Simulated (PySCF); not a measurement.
PySCF job for C2H6GeO2, SMILES [CH3][Ge@@H]([OH])[CH]=O, TDA-PBE/def2-SVPD. The structure is a stationary point at PBE-D3(BJ)/def2-SVP. The structure was generated by enumeration; whether it is a known compound was not checked. The values are those of a single conformer.

```python
import numpy as np
from pyscf import gto, scf, dft, tdscf

mol = gto.M(
    atom='''
    C     2.07129825   -0.13725082   -0.30821322
    Ge    0.26556540    0.05031573    0.42905645
    O    -0.46320604    1.62241346   -0.05366854
    C    -1.08098672   -1.18041789   -0.45088230
    O    -1.99562217   -0.64142199   -1.05202181
    H     2.72542488    0.65639274    0.10255532
    H     2.04116298   -0.03879998   -1.41010151
    H     2.49906997   -1.12314292   -0.03872440
    H     0.25361551   -0.10362789    1.97890132
    H    -1.27661318    1.36958593   -0.54674201
    H    -1.01199621   -2.31243099   -0.41559928
    ''',
    basis='def2-SVPD',
    charge=0,
    spin=0,
    max_memory=1600,
    verbose=4,
)
mf = dft.RKS(mol, xc='pbe').density_fit(auxbasis='def2-universal-jkfit')
mf.grids.level = 3
mf.conv_tol = 1e-9
mf.max_cycle = 100
mf.kernel()
mf.grids = dft.Grids(mol).set(level=1).build(with_non0tab=True)  # coarser grid for the response kernel
td = tdscf.TDA(mf)
td.singlet = True
td.nstates = 10
td.conv_tol = 1e-4
td.positive_eig_threshold = 1e-6
td.kernel(x0=td.get_init_guess(mf, 15))
td.analyze()
tt = tdscf.TDA(mf)
tt.singlet = False
tt.nstates = 4
tt.conv_tol = 1e-4
tt.positive_eig_threshold = 1e-6
tt.kernel(x0=tt.get_init_guess(mf, 9))
tt.analyze(verbose=3)
```

Program output:

```
PySCF version 2.14.0

[INPUT] verbose = 4
[INPUT] num. atoms = 11
[INPUT] num. electrons = 66
[INPUT] charge = 0
[INPUT] spin (= nelec alpha-beta = 2S) = 0
[INPUT] symmetry False subgroup None
[INPUT] Mole.unit = angstrom
[INPUT] Symbol           X                Y                Z      unit          X                Y                Z       unit  Magmom
[INPUT]  1 C      2.071298250000  -0.137250820000  -0.308213220000 AA    3.914186414791  -0.259366460172  -0.582438573770 Bohr   0.0
[INPUT]  2 Ge     0.265565400000   0.050315730000   0.429056450000 AA    0.501845874161   0.095082949458   0.810799182478 Bohr   0.0
[INPUT]  3 O     -0.463206040000   1.622413460000  -0.053668540000 AA   -0.875332554844   3.065917100208  -0.101418842105 Bohr   0.0
[INPUT]  4 C     -1.080986720000  -1.180417890000  -0.450882300000 AA   -2.042768845092  -2.230666524637  -0.852044061414 Bohr   0.0
[INPUT]  5 O     -1.995622170000  -0.641421990000  -1.052021810000 AA   -3.771179349410  -1.212111891374  -1.988033097969 Bohr   0.0
[INPUT]  6 H      2.725424880000   0.656392740000   0.102555320000 AA    5.150306596276   1.240402508753   0.193801467417 Bohr   0.0
[INPUT]  7 H      2.041162980000  -0.038799980000  -1.410101510000 AA    3.857239007801  -0.073321335839  -2.664705661736 Bohr   0.0
[INPUT]  8 H      2.499069970000  -1.123142920000  -0.038724400000 AA    4.722557809425  -2.122432517544  -0.073178510338 Bohr   0.0
[INPUT]  9 H      0.253615510000  -0.103627890000   1.978901320000 AA    0.479263854842  -0.195828330967   3.739581522340 Bohr   0.0
[INPUT] 10 H     -1.276613180000   1.369585930000  -0.546742010000 AA   -2.412449277210   2.588142311758  -1.033192659694 Bohr   0.0
[INPUT] 11 H     -1.011996210000  -2.312430990000  -0.415599280000 AA   -1.912395675998  -4.369861253057  -0.785368816766 Bohr   0.0

nuclear repulsion = 371.415282675795
number of shells = 72
number of NR pGTOs = 266
number of NR cGTOs = 172
basis = def2-SVPD
ecp = {}


[settings echo left out]
init E= -2305.83733617679
  HOMO = -0.28092602029804  LUMO = -0.145250644371103  gap/eV = 3.69192
cycle= 1 E= -2306.00029829335  delta_E= -0.163  |g|= 1.23  |ddm|= 3.99
  HOMO = -0.0721283740911769  LUMO = -0.0386129895560723  gap/eV = 0.91200
cycle= 2 E= -2303.47455330416  delta_E= 2.53  |g|= 3.58  |ddm|= 4.47
  HOMO = -0.21836675878699  LUMO = -0.0997725870384709  gap/eV = 3.22711
cycle= 3 E= -2306.23198846791  delta_E= -2.76  |g|= 0.471  |ddm|= 3.89
  HOMO = -0.212168126750245  LUMO = -0.109850299900789  gap/eV = 2.78421
cycle= 4 E= -2306.2638853121  delta_E= -0.0319  |g|= 0.306  |ddm|= 0.626
  HOMO = -0.227058591329131  LUMO = -0.118847359696328  gap/eV = 2.94458
cycle= 5 E= -2306.27940470308  delta_E= -0.0155  |g|= 0.141  |ddm|= 0.307
  HOMO = -0.220365863928172  LUMO = -0.113494156827906  gap/eV = 2.90813
cycle= 6 E= -2306.2832546217  delta_E= -0.00385  |g|= 0.0344  |ddm|= 0.123
  HOMO = -0.220184517063414  LUMO = -0.112774233604284  gap/eV = 2.92278
cycle= 7 E= -2306.28354935865  delta_E= -0.000295  |g|= 0.00855  |ddm|= 0.0417
  HOMO = -0.220514643585171  LUMO = -0.113181127993689  gap/eV = 2.92069
cycle= 8 E= -2306.28356605853  delta_E= -1.67e-05  |g|= 0.0029  |ddm|= 0.0106
  HOMO = -0.220464290184834  LUMO = -0.113029432599375  gap/eV = 2.92345
cycle= 9 E= -2306.2835678438  delta_E= -1.79e-06  |g|= 0.000695  |ddm|= 0.00384
  HOMO = -0.220534389950063  LUMO = -0.113101580697552  gap/eV = 2.92340
cycle= 10 E= -2306.28356796345  delta_E= -1.2e-07  |g|= 0.000223  |ddm|= 0.00111
  HOMO = -0.220511031858176  LUMO = -0.113073296405059  gap/eV = 2.92353
cycle= 11 E= -2306.28356797591  delta_E= -1.25e-08  |g|= 6.52e-05  |ddm|= 0.000315
  HOMO = -0.220518000421409  LUMO = -0.113081955150988  gap/eV = 2.92348
cycle= 12 E= -2306.28356797694  delta_E= -1.03e-09  |g|= 1.43e-05  |ddm|= 9.54e-05
  HOMO = -0.220516139178527  LUMO = -0.113079873076248  gap/eV = 2.92349
cycle= 13 E= -2306.28356797697  delta_E= -2.55e-11  |g|= 9.7e-06  |ddm|= 2.47e-05
  HOMO = -0.220516109410178  LUMO = -0.113080437121622  gap/eV = 2.92347
Extra cycle  E= -2306.28356797691  delta_E= 6.09e-11  |g|= 2e-05  |ddm|= 2.48e-05
converged SCF energy = -2306.28356797691
tot grids = 42968
Overwritten attributes  positive_eig_threshold  of <class 'pyscf.tdscf.rks.TDA'>


******** <class 'pyscf.tdscf.rks.TDA'> for <class 'pyscf.df.df_jk.DFRKS'> ********
nstates = 10 singlet
deg_eia_thresh = 1.000e-03
wfnsym = None
conv_tol = 0.0001
eigh lindep = 1e-12
eigh level_shift = 0
eigh max_cycle = 100


Excitation energies (eV)
[3.22940498 3.73531845 5.15759699 5.47454806 5.68755247 5.84336146
 6.24956934 6.27659217 6.49550157 6.52444566]

** Singlet excitation energies and oscillator strengths **
Excited State   1:      3.22940 eV    383.92 nm  f=0.0023
      33 -> 34        0.70584
Excited State   2:      3.73532 eV    331.92 nm  f=0.0088
      32 -> 34       -0.70443
Excited State   3:      5.15760 eV    240.39 nm  f=0.0004
      31 -> 34       -0.70615
Excited State   4:      5.47455 eV    226.47 nm  f=0.0050
      30 -> 34        0.29126
      33 -> 35        0.64250
Excited State   5:      5.68755 eV    217.99 nm  f=0.0317
      30 -> 34       -0.60989
      33 -> 35        0.27078
      33 -> 36        0.12235
      33 -> 37       -0.12368
Excited State   6:      5.84336 eV    212.18 nm  f=0.0187
      33 -> 36        0.68638
      33 -> 37        0.10768
Excited State   7:      6.24957 eV    198.39 nm  f=0.0098
      32 -> 35        0.14642
      33 -> 37       -0.46946
      33 -> 38       -0.50348
Excited State   8:      6.27659 eV    197.53 nm  f=0.0099
      32 -> 35        0.68097
      33 -> 38        0.11674
Excited State   9:      6.49550 eV    190.88 nm  f=0.1123
      29 -> 34        0.40038
      33 -> 37       -0.39195
      33 -> 38        0.36684
Excited State  10:      6.52445 eV    190.03 nm  f=0.0475
      29 -> 34       -0.52818
      32 -> 36        0.27632
      33 -> 37       -0.24510
      33 -> 38        0.24166

** Transition electric dipole moments (AU) **
state          X           Y           Z        Dip. S.      Osc.
  1         0.1079     -0.0053     -0.1338      0.0296      0.0023
  2        -0.2872     -0.0229     -0.1158      0.0964      0.0088
  3        -0.0434      0.0103      0.0305      0.0029      0.0004
  4        -0.0163      0.1913      0.0176      0.0372      0.0050
  5         0.4269      0.1618      0.1375      0.2273      0.0317
  6        -0.2325     -0.2758     -0.0182      0.1304      0.0187
  7        -0.1377      0.1970     -0.0785      0.0639      0.0098
  8        -0.0345     -0.1399      0.2096      0.0647      0.0099
  9        -0.5570     -0.5277     -0.3421      0.7058      0.1123
 10        -0.3588     -0.3402     -0.2293      0.2971      0.0475

** Transition velocity dipole moments (imaginary part, AU) **
state          X           Y           Z        Dip. S.      Osc.
  1        -0.0130     -0.0008      0.0329      0.0013      0.0070
  2        -0.0117     -0.0003      0.0068      0.0002      0.0009
  3        -0.0064      0.0042      0.0060      0.0001      0.0003
  4        -0.0011      0.0367      0.0019      0.0014      0.0045
  5         0.0226      0.0217     -0.0134      0.0012      0.0037
  6        -0.0406     -0.0502      0.0089      0.0042      0.0132
  7        -0.0300      0.0175     -0.0159      0.0015      0.0042
  8        -0.0147     -0.0182      0.0497      0.0030      0.0087
  9        -0.0788     -0.0850     -0.0638      0.0175      0.0489
 10        -0.0699     -0.0599     -0.0067      0.0085      0.0237

** Transition magnetic dipole moments (imaginary part, AU) **
state          X           Y           Z
  1         0.8226     -0.5878      0.5405
  2        -0.0942      0.0455      0.0691
  3        -0.1120     -0.1031     -0.0804
  4        -0.1353      0.0049      0.2698
  5        -0.0395     -0.1028      0.1039
  6         0.0461     -0.1609      0.2872
  7        -0.0391     -0.1229     -0.0779
  8        -0.7399     -0.2448     -0.3009
  9        -0.2142      0.2699      0.2000
 10        -0.5535      0.1528     -0.1389


******** <class 'pyscf.tdscf.rks.TDA'> for <class 'pyscf.df.df_jk.DFRKS'> ********
nstates = 4 triplet
deg_eia_thresh = 1.000e-03
wfnsym = None
conv_tol = 0.0001
eigh lindep = 1e-12
eigh level_shift = 0
eigh max_cycle = 100


Excitation energies (eV)
[2.52830835 3.6424682  5.04466709 5.2447523 ]

** Triplet excitation energies and oscillator strengths **
Excited State   1:      2.52831 eV    490.38 nm  f=0.0000
Excited State   2:      3.64247 eV    340.39 nm  f=0.0000
Excited State   3:      5.04467 eV    245.77 nm  f=0.0000
Excited State   4:      5.24475 eV    236.40 nm  f=0.0000
```

The calculation finished and met its thresholds.

Cost: very roughly 70 core-seconds.
